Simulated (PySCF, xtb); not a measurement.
C₃H₃N₂, SMILES C1=C[N]N=C1, multiplicity 2.

Harmonic wavenumbers (cm⁻¹) from GFN2-xTB in xtb at its own minimum, in rising order: 387, 504, 745, 792, 813, 833, 884, 1009, 1033, 1119, 1261, 1277, 1369, 1395, 1416, 3163, 3183, 3187.

Task: What does ωB97X-D3(BJ)/def2-SVP (PySCF) give at its own minimum? (Estimate from the structure and the level; the computed values follow.)

Result: 373, 532, 632, 790, 832, 910, 928, 1037, 1083, 1196, 1263, 1332, 1455, 1472, 1717, 3277, 3307, 3313. Paired by order, the mean absolute difference is 74 cm⁻¹ and the zero-point energies are 34.8 and 36.4 kcal/mol.
